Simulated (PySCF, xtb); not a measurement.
C3H5ClOSi, SMILES C1[Si@H](OC=C1)Cl.

GFN2-xTB in xtb at its own geometry gives an orbital gap of 4.92 eV and a dipole moment of 2.40 D.

The structure is a stationary point at B3LYP-D3(BJ)/def2-SVP. The structure was generated by enumeration; whether it is a known compound was not checked. One conformer was computed; it need not be the lowest.

Task: What does PySCF with CAM-B3LYP/def2-TZVP give? (Estimate from the structure and the level; the computed values follow.)

Result: gap 9.53 eV (levels -8.13 and 1.41 eV), dipole 2.03 D.
